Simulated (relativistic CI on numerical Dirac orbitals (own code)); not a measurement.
## Ti4+ in a cubic cluster: 3s photoemission with charge transfer

Computed with a charge-transfer multiplet model of a cubic metal-ligand cluster with up to 3 ligand holes, Slater and spin-orbit integrals from Dirac-Coulomb-Breit ions, Slater integrals scaled by 0.8. The parameters are those of a tetrahedral site (10Dq negative, t2 hopping the larger). The ground state mixes d0 with configurations of k ligand holes L, whose averages lie at kΔ + k(k − 1)U_dd/2; a core hole lowers each added d electron by U_cd. 300 K, Lorentzian 1.4 eV and Gaussian 0.8 eV FWHM.

Atomic integrals in eV (Slater integrals scaled, ζ unscaled), ground: F2dd 6.578, F4dd 4.090, zeta_d 0.013; with the core hole: F2dd 6.578, F4dd 4.090, zeta_d 0.022, G2cd 8.461. Where a configuration has fewer than two d electrons, the dd integrals are those of d2.

Cluster parameters (eV): Δ = 0.8, U_dd = 4.2, U_cd = 5, 10Dq = -0.15, 10Dq(ligand) = 0, final-state hopping factor = 0.9.

```csv
Case,n_d,d0,d1L,d2L2,d3L3,S
"V(eg) = 1.32 eV, V(t2g) = -2.25 eV",1.11,0.22,0.49,0.25,0.04,0.00
"V(eg) = 1.62 eV, V(t2g) = -2.76 eV",1.20,0.19,0.47,0.29,0.05,0.00
"V(eg) = 1.92 eV, V(t2g) = -3.27 eV",1.28,0.17,0.45,0.32,0.07,0.00
```

Weights, n_d and S are thermal averages at 300 K. Binding energies count from the first peak over 30 % of the highest in each spectrum, which can be another peak from case to case. The parameters are a model scan and need not match a compound or its usual spin state. Peaks in eV (height, largest 100):
- V(eg) = 1.32 eV, V(t2g) = -2.25 eV: 0.0 (100), 5.8 (19), 10.0 (14)
- V(eg) = 1.62 eV, V(t2g) = -2.76 eV: 0.0 (100), 6.7 (12), 11.8 (10)
- V(eg) = 1.92 eV, V(t2g) = -3.27 eV: 0.0 (100), 7.4 (9), 13.5 (8)

Curve for V(eg) = 1.62 eV, V(t2g) = -2.76 eV (points under 2 left out, the grid thinned):

```
E (eV)  Intensity
  -3.8        4.0
  -3.4        5.0
  -3.0        6.3
  -2.6        8.3
  -2.2       11.4
  -1.8       16.6
  -1.4       25.7
  -1.0       42.4
  -0.6       69.0
  -0.2       95.1
   0.2       96.7
   0.7       64.8
   1.1       39.5
   1.5       24.3
   1.9       16.1
   2.3       11.6
   2.7        9.1
   3.1        7.7
   3.5        6.8
   3.9        6.0
   4.3        5.3
   4.7        5.0
   5.1        5.4
   5.5        6.7
   5.9        9.1
   6.3       11.4
   6.7       12.3
   7.1       10.9
   7.5        8.2
   7.9        5.7
   8.3        4.1
   8.7        3.2
   9.1        2.9
   9.6        2.9
  10.0        3.3
  10.4        4.1
  10.8        5.6
  11.2        7.8
  11.6        9.9
  12.0       10.1
  12.4        7.9
  12.8        5.4
  13.2        3.6
  13.6        2.7
  14.0        2.1
```

A d0 ion has no d-d gap: its lowest excitations are ligand-to-metal charge transfer. With the core hole the average of the configuration with one ligand hole lies at Δ − U_cd = -4.2 eV before mixing: the effective hopping of about 5.1 eV (from the holes of the mixed ground state) is comparable with this gap or larger, so the configurations mix strongly.

Without intra-shell correlation the exchange splitting of the 3s hole comes out too large.
